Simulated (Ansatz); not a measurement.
CH4FNOSi (`OC1(F)N[SiH2]1`), relaxed with RKS PBE-D4/def2-SVP in the Gaussian-basis code of Ansatz from a rough embedded geometry. The force threshold is 0.03 eV/Å; the program also tests the step.

Total charge 0; spin multiplicity 1.

Start:

```xyz
9

O    -0.781    1.520    0.784
C     0.220    0.637    0.351
F     1.503    1.101    0.471
N    -0.023    0.033   -0.839
Si   -0.036   -1.186    0.340
H    -1.307    1.803   -0.077
H     0.836   -0.087   -1.377
H     1.050   -2.074   -0.024
H    -1.463   -1.747    0.371
```

| step | energy (eV) | largest force (eV/Å) | largest move (Å) |
| --- | --- | --- | --- |
| 1 | -15211.9724 | 3.725 | 0.000 |
| 2 | -15212.5466 | 1.716 | 0.143 |
| 3 | -15212.7138 | 0.407 | 0.185 |
| 4 | -15212.7315 | 0.310 | 0.038 |
| 5 | -15212.7415 | 0.268 | 0.048 |
| 6 | -15212.7455 | 0.200 | 0.107 |
| 7 | -15212.7550 | 0.132 | 0.050 |
| 8 | -15212.7560 | 0.125 | 0.031 |
| 9 | -15212.7572 | 0.038 | 0.010 |
| 10 | -15212.7574 | 0.021 | 0.007 |

End:

```xyz
9

O    -0.756    1.532    0.770
C     0.139    0.591    0.337
F     1.445    1.026    0.559
N    -0.061    0.023   -0.965
Si   -0.098   -1.276    0.250
H    -1.028    2.045   -0.019
H     0.627    0.223   -1.702
H     1.118   -2.133    0.424
H    -1.387   -2.031    0.346
```

It took 20 s on 2 threads of an Arm Neoverse V1 on a shared host, with 0.17 GiB of host memory at the peak.
